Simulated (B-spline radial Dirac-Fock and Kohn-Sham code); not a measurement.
ΔSCF core binding energies without Breit or QED terms, calculated with an atomic code on a B-spline grid.

A sound run for titanium as Ti⁷⁺, [Ne] 3s2 3p3: The ground state converged in 9 iterations, with total energy -836.42019 Ha, virial ratio 1.98935 and highest orbital energy -165.68 eV. ΔSCF binding energies: K (1s) 5136.0 eV, L3 (2p3/2) 614.2 eV. Holes are computed only in closed shells, and unreliable hole states are left out.

A second run, with one unsound setting: The ground state converged in 11 iterations, with total energy -609.06336 Ha, virial ratio 1.15231 and highest orbital energy -110.05 eV. ΔSCF binding energies: K (1s) 698.3 eV, L3 (2p3/2) 779.7 eV. Holes are computed only in closed shells, and unreliable hole states are left out.

```
iter   energy (Ha)        error
   1     -606.65761874  7.03e-01
   2     -608.98366901  1.35e-01
   3     -609.06242119  4.73e-02
   4     -609.06521715  2.95e-02
   5     -609.06305244  1.35e-02
   6     -609.06334878  4.60e-03
   7     -609.06336150  7.29e-04
   8     -609.06336207  5.02e-05
   9     -609.06336208  5.03e-06
  11     -609.06336208  8.91e-08
```

**Question.** Which fault fits the second run best?
A. overfilled shell
B. speed of light below Z
C. nuclear radius in wrong units
D. tolerance below the noise

**Answer.** B. The input had c_factor = 0.0405: c_factor makes c so small that Zα exceeds 1, so any numbers that come out have no meaning.
